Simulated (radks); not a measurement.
Values are calculated unless marked as measured or tabulated.
Species: K8+. Configuration: [Ne] 3s1 (the NIST ground configuration). Code: a radial shooting solver on a logarithmic mesh with Libxc functionals. Model: scalar-relativistic Kohn-Sham, PBE, spin-polarised, spherical densities, finite nucleus; open shells are filled with parallel spins first; Fermi nuclear charge, rms radius 3.4349 fm.

Unscreened Slater integrals over Kohn-Sham orbitals (cm^-1). They are taken over the spin-up orbitals.

| integral | value |
|---|---|
| F0(3s,3s) | 186590 |
| F0(3s,2p) | 245140 |
| G1(3s,2p) | 23179 |
| F0(3s,2s) | 241540 |
| G0(3s,2s) | 18405 |
| F0(3s,1s) | 275120 |
| G0(3s,1s) | 10732 |
| F0(2p,2p) | 581360 |
| F2(2p,2p) | 271860 |
| F0(2p,2s) | 542970 |
| G1(2p,2s) | 318380 |
| F0(2p,1s) | 804990 |
| G1(2p,1s) | 125010 |
| F0(2s,2s) | 517730 |
| F0(2s,1s) | 729020 |
| G0(2s,1s) | 63401 |
| F0(1s,1s) | 2549100 |
